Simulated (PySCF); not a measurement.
Compound: C₄H₈SSi₂.
Structure used (GFN2-xTB), in Å, numbered top down from 1:
```xyz
15
C4H8SSi2 angstrom
Si    -2.973    0.326    0.473
S     -1.620    0.614   -1.176
C     -0.040    0.169   -0.581
C      0.268   -0.263    0.653
C      1.669   -0.564    0.872
C      2.503   -0.379   -0.163
Si     1.534    0.241   -1.651
H     -2.577    1.200    1.570
H     -2.943   -1.078    0.866
H     -4.242    0.715   -0.117
H     -0.445   -0.393    1.456
H      1.983   -0.918    1.844
H      3.559   -0.576   -0.088
H      1.847    1.608   -2.064
H      1.472   -0.694   -2.772
```

Level of theory: TDDFT CAM-B3LYP/def2-SVPD, vertical, gas phase, core orbitals frozen in the response (PySCF 2.14.0, density-fitted response routines).

Ground-to-excited transition dipoles (e·a0, same axes as the geometry; the sign carries no meaning), for the states with f of 0.002 or more among the lowest 8:

| state | E (eV) | μx | μy | μz |
| --- | --- | --- | --- | --- |
| S1 | 3.797 | -1.259 | 0.256 | -0.157 |
| S2 | 5.140 | 0.024 | 0.142 | 0.044 |
| S4 | 5.619 | -0.027 | -0.185 | -0.057 |
| S7 | 6.071 | 0.294 | -0.158 | 0.352 |
| S8 | 6.376 | -0.025 | -0.141 | -0.044 |

Problem. Work out the oscillator strengths.

Solution. f = (2/3) ΔE |μ|² with ΔE in hartree (27.2114 eV).

```json
{"state": "S1", "|μ|² (au)": "1.674", "|μ| (D)": "3.29", "f": "0.156"}
{"state": "S2", "|μ|² (au)": "0.023", "|μ| (D)": "0.38", "f": "0.003"}
{"state": "S4", "|μ|² (au)": "0.038", "|μ| (D)": "0.50", "f": "0.005"}
{"state": "S7", "|μ|² (au)": "0.235", "|μ| (D)": "1.23", "f": "0.035"}
{"state": "S8", "|μ|² (au)": "0.022", "|μ| (D)": "0.38", "f": "0.004"}
```

Problem. Label these states by symmetry in Cs.

Solution. Polarised normal to the mirror plane, so A″: S2, S4 and S8. Polarised in the mirror plane, so A′: S1 and S7.

Problem. Which bond between heavy atoms lies closest to the direction of the S1 transition dipole?

Solution. C4–C5, at 2° from it; next S2–C3 at 14°.

Problem. What angle do the transition dipoles of S1 and S7 make?

Solution. |cos θ| = |μa·μb| / (|μa| |μb|) = 0.74, so θ ≈ 42° (taken between 0 and 90°, since the signs are arbitrary).

Problem. How is the summed strength of these states shared among x, y and z?

Solution. (2/3) Σ ΔE μα² gives 0.160 for x, 0.020 for y and 0.022 for z, 0.202 in all.

Problem. What peak molar absorption coefficient would the strongest computed level give as a lone Gaussian band 0.3 eV wide at half height?

Solution. ε(max) = 2.175×10⁸ f / FWHM, with the width in cm⁻¹. S1: 2.175×10⁸ × 0.1558 / 2420 ≈ 14000 L mol⁻¹ cm⁻¹.

One conformer stands for the species.
